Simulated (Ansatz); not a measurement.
# Which method gave which barrier?

Saddle point of AlN2H9O3, singlet (AlH₃O₃ ([OH][Al]([OH])[OH]) + NH₃ + NH₃ → AlNH₄O₂ ([NH2][Al]([OH])[OH]) + H₂O + NH₃ (still joined by a long Al–O bond); bonds formed: O2–H7, H5–N8; bonds broken: H5–N6, H7–N8; bonds weakened to dative contacts: Al1–O2), PBE0-D4/def2-TZVP structure:

Al1  (-0.533, -0.247, -0.959)
O2  (-0.507, -1.184, 0.636)
O3  (0.103, -1.488, -1.985)
O4  (-2.083, 0.448, -1.249)
H5  (0.893, 0.931, 1.128)
N6  (0.608, 1.186, -0.585)
H7  (0.156, -0.561, 1.469)
N8  (0.805, 0.354, 2.025)
H9  (-0.253, -2.100, 0.506)
H10  (-0.003, -1.448, -2.933)
H11  (-2.865, -0.095, -1.308)
H12  (1.489, 1.167, -1.085)
H13  (0.185, 2.086, -0.783)
H14  (1.714, 0.095, 2.387)
H15  (0.290, 0.857, 2.736)
(Å)

Computed with Ansatz 0.2.0 (basis: def2-TZVPP, with def2-QZVPP for the basis limit); correlated methods freeze the cores. B3LYP uses VWN-RPA correlation. Extrapolation: Hartree–Fock as exp(−7.88 √X), correlation as X^−2.97. Four methods, as single points on the PBE0-D4 structures, gave these electronic barriers from the start structure: 59.5, 75.2, 86.6, 116.4 kJ/mol.

(1) The methods were, in alphabetical order, B3LYP-D4, BHLYP-D4, HF, PBE-D4. Which gave which? (A judgement: the text doesn't fix the answer.)

The T1 diagnostic stays at or below 0.011.

Results:

(1) The calculation gives: PBE-D4 59.5; B3LYP-D4 75.2; BHLYP-D4 86.6; HF 116.4 kJ/mol. For comparison, CCSD(T) at an estimated basis limit (MP2 extrapolated from triple and quadruple zeta, plus CCSD(T) − MP2 in triple zeta) gives 82.0 kJ/mol.

Labels in which every atom is bracketed show which atoms are joined, not bond orders.

For scale, one of the runs: CCSD(T)/def2-TZVPP, 323 basis functions, launched by `ansatz run in.yaml --threads 4 --pin off --events-out ev --progress --plain --max-ram 66560MiB --backend cuda --devices 0, --max-vram 37GiB`. Time: 14 s of wall clock on 4 CPU threads of an AMD EPYC 7R13 and a share of one NVIDIA H100; the host was shared. Peak host memory: 0.85 GiB.
